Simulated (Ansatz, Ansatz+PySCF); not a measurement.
```json
{"atom": "C", "x (Å)": "0.0000", "y (Å)": "1.4800", "z (Å)": "0.0000"}
{"atom": "C", "x (Å)": "1.2817", "y (Å)": "0.7400", "z (Å)": "0.0000"}
{"atom": "C", "x (Å)": "1.2817", "y (Å)": "-0.7400", "z (Å)": "0.0000"}
{"atom": "C", "x (Å)": "0.0000", "y (Å)": "-1.4800", "z (Å)": "0.0000"}
{"atom": "C", "x (Å)": "-1.2817", "y (Å)": "-0.7400", "z (Å)": "0.0000"}
{"atom": "C", "x (Å)": "-1.2817", "y (Å)": "0.7400", "z (Å)": "0.0000"}
{"atom": "C", "x (Å)": "2.5634", "y (Å)": "1.4800", "z (Å)": "0.0000"}
{"atom": "C", "x (Å)": "3.8451", "y (Å)": "0.7400", "z (Å)": "0.0000"}
{"atom": "C", "x (Å)": "3.8451", "y (Å)": "-0.7400", "z (Å)": "0.0000"}
{"atom": "C", "x (Å)": "2.5634", "y (Å)": "-1.4800", "z (Å)": "0.0000"}
{"atom": "C", "x (Å)": "5.1269", "y (Å)": "1.4800", "z (Å)": "0.0000"}
{"atom": "C", "x (Å)": "6.4086", "y (Å)": "0.7400", "z (Å)": "0.0000"}
{"atom": "C", "x (Å)": "6.4086", "y (Å)": "-0.7400", "z (Å)": "0.0000"}
{"atom": "C", "x (Å)": "5.1269", "y (Å)": "-1.4800", "z (Å)": "0.0000"}
{"atom": "H", "x (Å)": "0.0000", "y (Å)": "2.5650", "z (Å)": "0.0000"}
{"atom": "H", "x (Å)": "0.0000", "y (Å)": "-2.5650", "z (Å)": "0.0000"}
{"atom": "H", "x (Å)": "-2.2214", "y (Å)": "-1.2825", "z (Å)": "0.0000"}
{"atom": "H", "x (Å)": "-2.2214", "y (Å)": "1.2825", "z (Å)": "0.0000"}
{"atom": "H", "x (Å)": "2.5634", "y (Å)": "2.5650", "z (Å)": "0.0000"}
{"atom": "H", "x (Å)": "2.5634", "y (Å)": "-2.5650", "z (Å)": "0.0000"}
{"atom": "H", "x (Å)": "5.1269", "y (Å)": "2.5650", "z (Å)": "0.0000"}
{"atom": "H", "x (Å)": "7.3482", "y (Å)": "1.2825", "z (Å)": "0.0000"}
{"atom": "H", "x (Å)": "7.3482", "y (Å)": "-1.2825", "z (Å)": "0.0000"}
{"atom": "H", "x (Å)": "5.1269", "y (Å)": "-2.5650", "z (Å)": "0.0000"}
```

Basis set: def2-SVP (spherical functions). Charge 0, multiplicity 3.

Computed with Ansatz (development build ahead of 0.2.0); each method stands on the lowest determinant of its kind that the runs found. Restricted functionals stand beside restricted open-shell atoms, which can lie above the unrestricted atoms usual in DFT and then raise those values.

The atomization energy at this shape (free ground-state atoms in the same class of orbitals less the molecule, no zero-point energy) of triplet C₁₄H₁₀:

```csv
method,atomization energy
ωB97X (restricted open-shell),126.79 eV
PBE0 (restricted open-shell),129.16 eV
```

Task: What does PBE0 (unrestricted) give?

Result: 128.67 eV. Caution: another spin multiplicity may lie lower; the shape is not the minimum. Caution for ωB97X (restricted open-shell): no unrestricted run beside it, a lower state can exist.
